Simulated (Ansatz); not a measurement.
Dissociation curve of SMILES [Ge]([O]C)([O]C)([O]C)[O]C, singlet. The Ge1–O18 bond (Ge1 also carries O, O, O; O18 carries C) is varied alone, starting from the PBE0/def2-SVP optimised geometry.

UKS-PBE0 = unrestricted PBE0/def2-SVP run with Ansatz (a quantum-chemistry and plane-wave program); RKS-PBE0 = restricted PBE0/def2-SVP (Ansatz); RKS-PBE = restricted PBE/def2-SVP in Ansatz; UKS-PBE = unrestricted PBE/def2-SVP run with Ansatz.

Energies are in kcal/mol, each relative to the lowest point of its own curve near equilibrium.

```
R / Å  UKS-PBE0  RKS-PBE0  RKS-PBE  UKS-PBE
-----  --------  --------  -------  -------
1.43       65.3      65.3     70.0     70.0
1.55       20.1      20.1     23.2     23.2
1.66        3.4       3.4      4.8      4.8
1.72        0.4       0.4      0.9      0.9
1.75        0.0       0.0      0.0      0.0
1.83        1.7       1.7      0.4      0.4
1.89        4.8       4.8      2.6      2.6
1.98       11.4      11.4      7.8      7.8
2.13       25.1      25.1     19.1     19.1
2.31       42.3      42.3     33.6     33.6
2.53       61.6      61.6     49.7     49.7
2.87       80.5      85.4     69.1     69.1
3.25       89.0       [?]     84.2     81.1
3.68       92.8       [?]     95.3     87.5
4.33       94.7       [?]    104.7     91.6
5.04       95.3       [?]      [?]     93.0
```

Q: What belongs in the gaps?

A: 
- 3.25, RKS-PBE0: 104.2
- 3.68, RKS-PBE0: 118.6
- 4.33, RKS-PBE0: 131.3
- 5.04, RKS-PBE0: 138.0
- 5.04, RKS-PBE: 109.1

The unrestricted determinant behind UKS-PBE0, UKS-PBE is spin-contaminated at 2.87 to 5.04 Å (<S²> up to 1.0, against 0.00 for a pure singlet). The restricted form behind RKS-PBE0, RKS-PBE keeps the bonding electrons paired and can't separate into open-shell fragments.
